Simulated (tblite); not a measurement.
C4H5Cl3F2Si.
SMILES with atom numbers: `[F:1]/[CH:2]=[C:3](/[F:4])[C@H:5]([SiH3:6])[C:7]([Cl:8])([Cl:9])[Cl:10]` (hydrogens: H11 on C2; H12 on C5; H13, H14, H15 on Si6)

Computed geometry: GFN2-xTB, gas phase.

Task: List the bond lengths, angles and torsions at this level.

Result: 
```csv
bond,length (pm),order
F1–C2,134.0,single
C2=C3,132.6,double
C3–F4,134.8,single
C3–C5,148.6,single
C5–Si6,193.9,single
C5–C7,151.0,single
"C7–Cl8, C7–Cl10",177.6,single
C7–Cl9,179.3,single
C2–H11,107.8,single
C5–H12,109.2,single
"Si6–H13, Si6–H14, Si6–H15",145.9,single
```

Bonds in one row agree within 1 pm and their mean is given. Orders are formal, as drawn. A selection of angles:
```csv
angle,degrees
F1–C2–C3,121.1
C2–C3–F4,117.1
C2–C3–C5,127.0
F4–C3–C5,115.9
C3–C5–Si6,108.9
C3–C5–C7,112.4
Si6–C5–C7,110.6
C5–C7–Cl8,109.6
C5–C7–Cl9,111.9
Cl8–C7–Cl9,107.6
```

Dihedral angles: F1–C2–C3–F4 -179° (antiperiplanar); C2–C3–C5–Si6 -112° (anticlinal); C3–C5–C7–Cl8 -163° (antiperiplanar).

The C–C distances run from 1.326 Å (C2=C3, drawn double) to 1.510 Å (C5–C7, drawn single), a spread of 0.184 Å. Si6 (SiH3 silicon) is distorted tetrahedral (angles from 103.6° to 113.2°). Of the pairs four or more bonds apart, F1···H12 is among the closest relative to their van der Waals radii: 2.46 Å, 92 % of the sum of Bondi's values. The 3 C–Cl bonds span 1.772 Å (C7–Cl10, drawn single) to 1.793 Å (C7–Cl9, drawn single), a spread of 0.021 Å.

Point group: C1 (no symmetry element, even within 0.4 Å). Its GFN2-xTB frequencies are all real (lowest 30 cm⁻¹). The numbers are those of one conformer. 3 starts were optimised and ended at 0.00, 0.02 and 0.50 kcal/mol (GFN2-xTB); the lowest of these is shown.
